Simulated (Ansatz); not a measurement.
AlRu6. Charge 0, multiplicity 2. Geometry r2SCAN-D4/def2-SVP; atoms count from 1.

```xyz
7

Ru   -0.079    2.714    1.300
Ru   -1.537   -1.397   -0.658
Ru    0.729   -1.824   -1.528
Ru   -0.379    0.800    0.071
Ru    0.563   -1.213    0.693
Ru   -0.238    0.129   -2.132
Al    0.940    0.791    2.255
```

In the def2 sets Ru takes a core potential; there is no spin–orbit coupling. The charge 0 doublet is spin-contaminated (final ⟨S²⟩ up to 3.60, 0.75 for a pure state). No other spin state of charge 0 was run. The geometry of the doublet was relaxed on an unsound state (⟨S²⟩ 2.62, where a pure state has 0.75). Another isomer (doublet) lies 1.29 eV lower at PBE0-D4/def2-TZVP; other spin states weren't run for this one.

**Question.** Estimate the Mulliken populations from the PBE0/def2-TZVP orbitals of Ansatz.

**Answer.** 
```csv
atom,charge (e),spin (α − β),d electrons
Ru1,0.03,1.99,7.16
Ru2,-0.08,-0.55,7.08
Ru3,0.07,0.59,7.06
Ru4,0.00,-0.63,6.98
Ru5,-0.04,-1.92,6.88
Ru6,0.01,1.71,6.95
Al7,0.00,-0.19,–
```
Mulliken values and Mayer orders depend strongly on the basis.

**Question.** Where does the spin sit?

**Answer.** Summed by element: Ru 1.19, Al -0.19, of 1 unpaired in all. Largest on single atoms: Ru1 1.99, Ru5 -1.92, Ru6 1.71.

**Question.** And the Mayer bond orders between bonded heavy atoms (over 0.3)?

**Answer.** Ru1–Ru4 1.43 (2.29 Å); Ru1–Al7 1.22 (2.38 Å); Ru2–Ru3 1.12 (2.46 Å); Ru2–Ru4 0.73 (2.59 Å); Ru2–Ru5 1.06 (2.50 Å); Ru2–Ru6 1.08 (2.49 Å); Ru3–Ru5 1.33 (2.31 Å); Ru3–Ru6 1.72 (2.26 Å); Ru4–Ru5 1.24 (2.31 Å); Ru4–Ru6 1.12 (2.31 Å); Ru4–Al7 0.47 (2.55 Å); Ru5–Al7 0.80 (2.57 Å).
